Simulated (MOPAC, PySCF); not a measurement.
ClFSi, SMILES `F[Si]Cl` (lower singlet), neutral singlet in the gas phase. This singlet lies 2.72 eV below the relaxed triplet at the level composite: frozen-core CCSD(T) with HF/cc-pV5Z and the correlation energy extrapolated as X^-3 from cc-pVQZ and cc-pV5Z, plus CCSDT(Q) minus CCSD(T) in cc-pVDZ // PBE0-D3(BJ)/def2-TZVP (Ansatz).

Cartesian coordinates (Å):
SMILES: F[Si]Cl
```xyz
3

F     -1.3073    -0.4323     0.0000
Si    -0.2338     0.7581     0.0000
Cl     1.5410    -0.3258     0.0000
```
Charge 0, spin multiplicity 1.

All levels are single points at this geometry (PBE0-D3(BJ)/def2-TZVP); Pople sets use spherical d functions. Orbital energies aren't observables, and empty levels follow the basis.

```csv
level,HOMO (eV),LUMO (eV),gap (eV),dipole (D),"vertical IE, Delta-SCF (eV)"
PBE-D3(BJ)/def2-TZVP in PySCF,-6.82,-3.32,3.50,0.92,–
PBE0-D3(BJ)/def2-TZVP in PySCF,-7.98,-2.53,5.45,1.04,–
B3LYP/6-311+G** in PySCF,-7.99,-2.95,5.04,1.45,–
B3LYP/LANL2DZ in PySCF,-8.10,-3.32,4.78,1.76,–
BP86/6-31G* in PySCF,-6.88,-3.33,3.54,1.10,–
PBE/6-31G* in PySCF,-6.77,-3.24,3.52,1.07,10.21
SVWN5/6-31G* in PySCF,-6.87,-3.39,3.47,1.08,10.40
HF/3-21G in PySCF,-10.78,0.26,11.04,2.48,–
HF/6-31G* in PySCF,-10.58,0.62,11.20,1.59,9.72
AM1 in MOPAC,-8.53,-1.21,7.32,1.53,–
PM3 in MOPAC,-8.84,-1.82,7.02,1.95,–
PM6 in MOPAC,-8.80,-1.18,7.62,2.60,–
PM7 in MOPAC,-11.21,-1.34,9.87,1.33,–
```
